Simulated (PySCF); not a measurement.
Magnetic shielding above rings: a mixed set.

NICS is the negative of the GIAO shielding at a point without a nucleus: at the ring centre (0) and 1 Å above and below it (1); zz is the component along the ring normal. Level: GIAO PBE0/pcSseg-1 (PySCF, non-relativistic, gas phase) on the GFN2-xTB geometries, one conformer each. Atom numbers follow the mapped SMILES.

Question: Order these rings by mean NICS(1)zz, lowest (most negative) first (ppm).
A. ring C2–C3–O4–C5–P6 in `[Cl:1][c:2]1[cH:3][o:4][cH:5][p:6]1`
B. ring C5–O6–C7–C8–Si10 in `[N:1]#[C:2][CH2:3][CH2:4][C@@H:5]1[O:6][CH2:7][C:8](=[O:9])[SiH2:10]1`
C. ring C2–C3–C4–N8–C7 in `[CH3:1][C@@H:2]1[CH2:3][C@@H:4]2[CH2:5][CH2:6][C@H:7]1[NH:8]2`
D. ring Si2–C3–C4–C5–S6–C7 in `[CH3:1][Si@@H:2]1[CH2:3][CH:4]=[CH:5][S:6][CH2:7]1`
E. ring C5–C6–C7–C8–O9 in `[CH3:1][C@@H:2]1[CH2:3][P@H+:4]1[c:5]1[cH:6][cH:7][cH:8][o:9]1` (charge +1)

Answer: E (-27.1), A (-24.8), C (-7.8), B (-2.0), D (4.6).

| SMILES | ring | NICS(0) | NICS(1) | NICS(1)zz | HOMA | rms pucker (Å) | ring atoms with four or more neighbours |
| --- | --- | --- | --- | --- | --- | --- | --- |
| C[C@@H]1C[P@H+]1c1ccco1 | 5-membered ring with O; formal bonds all aromatic | -12.4 | -10.9 | -27.1 | 0.57 | 0.00 | 0 |
| Clc1cocp1 | 5-membered ring with O and P; formal bonds all aromatic | -11.8 | -10.7 | -24.8 | 0.51 | 0.00 | 0 |
| C[C@@H]1C[C@@H]2CC[C@H]1N2 | 5-membered ring with N; formal bonds all single | -9.8 | -6.9 | -7.8 | – | 0.27 | 4 |
| N#CCC[C@@H]1OCC(=O)[SiH2]1 | 5-membered ring with O and Si; formal bonds all single | 1.6 | -1.6 | -2.0 | – | 0.19 | 3 |
| C[Si@@H]1CC=CSC1 | 6-membered ring with S and Si; formal bonds 1 double, 5 single | -0.9 | -1.1 | 4.6 | – | 0.25 | 3 |

NICS(0) gives another order. The isotropic NICS(1) gives the same order. HOMA uses Krygowski's 1993 parameters; it is left out where a ring has a four-coordinate atom, a triple bond, no multiple bond or a kind of bond without parameters. NICS(1) and NICS(1)zz are means over the two faces.
